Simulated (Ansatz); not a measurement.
`[SiH3][InH][SeH]` + H₂ → `[SeH][InH2]` + SiH₄  (hydrogenolysis of the In–Si bond)

Calculated with Ansatz (gas phase, PBE0-D4/def2-TZVP geometries, no zero-point term in ΔE). CCSD(T)/CBS is the MP2 limit (def2-TZVPP, def2-QZVPP) plus CCSD(T) − MP2 in def2-TZVPP, frozen cores. This one scheme is used for every species. Functionals use def2-TZVPP. def2 core potentials past Kr. For In, Se outer-core shells are correlated without core-valence functions, which leaves a few kJ/mol of doubt a bond. Scalar relativity is left out up to krypton. One conformer a species, not always the lowest.

| level | ΔE (kcal/mol) | difference from CCSD(T)/CBS |
| --- | --- | --- |
| PBE-D4 | 5.8 | 1.8 |
| r2SCAN-D4 | 4.2 | 0.2 |
| B97M-V | 0.8 | -3.2 |
| PBE0-D4 | 4.5 | 0.5 |
| r2SCAN0-D4 | 3.5 | -0.5 |
| CAM-B3LYP-D4 | 1.0 | -3.0 |
| BLYP | 2.1 | -1.9 |
| MP2/def2-SVP | 1.2 | -2.8 |
| HF/def2-TZVPP | -3.8 | -7.8 |
| CCSD/def2-TZVPP | 1.5 | -2.5 |
| CCSD(T)/CBS | 4.0 | 0 |

Q: What do rigid-rotor, harmonic-oscillator terms from PBE0-D4/def2-TZVP frequencies (298.15 K, 1 bar) make of the CCSD(T)/CBS value? (Estimate.)

A: Computed: ΔZPE = +1.6 kcal/mol, ΔH = +4.3 kcal/mol, ΔS = -1 J/(mol·K), ΔG = +4.4 kcal/mol. Modes under 50 cm⁻¹ make the entropy rough.

Largest T1 diagnostic among the species: 0.013.

From BLYP to BHLYP (50 % exact exchange), in def2-TZVPP and without D4, ΔE moves by −2.4 kcal/mol. At CCSD(T), def2-SVP lies −3.4 kcal/mol from the extrapolated value and def2-TZVPP −1.4 kcal/mol. Leaving LDA and LC-ωPBE aside and taking each functional with its dispersion term where it has one, the values spread over 4.9 kcal/mol, from B97M-V to PBE-D4.

CCSD(T)/CBS has its own doubt, a few kJ/mol and more with outer-core shells, so smaller differences from it don't rank the levels.
